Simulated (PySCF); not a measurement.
**MF anions for M along the halogens**

CCSD(T) with double-zeta basis sets in PySCF, for the lowest determinant that a PBE0 search found; no spin–orbit coupling. De refers to high-spin ground-configuration atoms (the charge goes to the atom of lower measured ionisation energy or higher electron affinity, which is not always the lowest computed limit).

```csv
M,basis,"reference, frozen orbitals",charged atom,state (unpaired electrons),Re (Å),ωe (cm⁻¹),De (eV)
F,aug-pcseg-1,"UHF, 2",F−,doublet (σ ↑),1.944,459,1.25
Cl,aug-cc-pV(D+d)Z/aug-cc-pVDZ,"UHF, 6",Cl−,doublet (σ ↑),2.194,360,n/a
I,aug-cc-pVDZ-PP/aug-cc-pVDZ,"UHF, 5",F−,doublet (σ ↑),2.348,301,1.57
```

The shortest bond is that of F₂⁻ (1.944 Å), the longest that of IF⁻ (2.348 Å).

The rows differ in basis set, which adds steps of its own.

Down a group the atoms grow and get heavier, so bonds lengthen and wavenumbers fall; this series shows no clear exception.

Correlated steps freeze the inner cores (2 to 6 orbitals); shallow outer-core shells are correlated. Correlated levels converge slowly with the basis: in double zeta they bind strong bonds too weakly, by up to about 1 eV, and carry superposition errors of some tenths. Spin–orbit coupling is left out, which matters for elements this heavy, above all for dissociation energies. For an ion De counts to the pair picked by the measured ionisation energies or electron affinities, which need not be the lowest pair at this level. The CCSD T1 diagnostic is raised in ClF⁻, a sign that a single reference may not be enough there. States were picked by a PBE0 search and need not be the measured ground states.
